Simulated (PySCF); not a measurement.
Species: C7H5FO2.
Numbering: `[O:1]=[C:2]([F:3])[c:4]1[cH:5][cH:6][c:7]([OH:8])[cH:9][cH:10]1` (hydrogens: H11 on C5; H12 on C6; H13 on O8; H14 on C9; H15 on C10)

Jobs on this species (15 atoms, 72 electrons) with PySCF (density fitting). Hardware of each: x86-64 server, one thread, no GPU, shared host. Other jobs ran on the host; a repeat could differ by tens of per cent or more.

Question: Rank these jobs by wall time, shortest first.
A. PBE0-D3(BJ)/def2-SVP, grid level 1; geometry optimisation from a GFN2-xTB start; 165 basis functions
B. PBE0/pcSseg-1; shieldings, ring-centre shieldings, charges and field gradients, density and orbital grids written; 195 basis functions
C. CAM-B3LYP/def2-SVPD; 10 singlets by full TDDFT, 4 Tamm–Dancoff triplets, polarisability, ΔSCF ions, density and orbital grids written; 249 basis functions

Answer: B (30 s), A (84 s), C (3.4 min).

All jobs:

```
                level and settings                                                                                                              work  basis functions  SCF cycles  wall time
                     PBE0/pcSseg-1                shieldings, ring-centre shieldings, charges and field gradients, density and orbital grids written              195          15       30 s
                  wB97X-D/pcSseg-1                                                                                shieldings, ring-centre shieldings              195          15       30 s
                       B3LYP/pcJ-1                                       spin–spin couplings from 6 perturbed nuclei, spin–dipole term for 1 of them              320          15       58 s
PBE0-D3(BJ)/def2-SVP, grid level 1                                                                       geometry optimisation from a GFN2-xTB start              165          66       84 s
               CAM-B3LYP/def2-SVPD  10 singlets by full TDDFT, 4 Tamm–Dancoff triplets, polarisability, ΔSCF ions, density and orbital grids written              249          14    3.4 min
```

Question: What do all jobs in the table cost together?

Answer: About 6.8 min; the longest takes about 50 % of that, and about 6.8 times as long as the shortest.
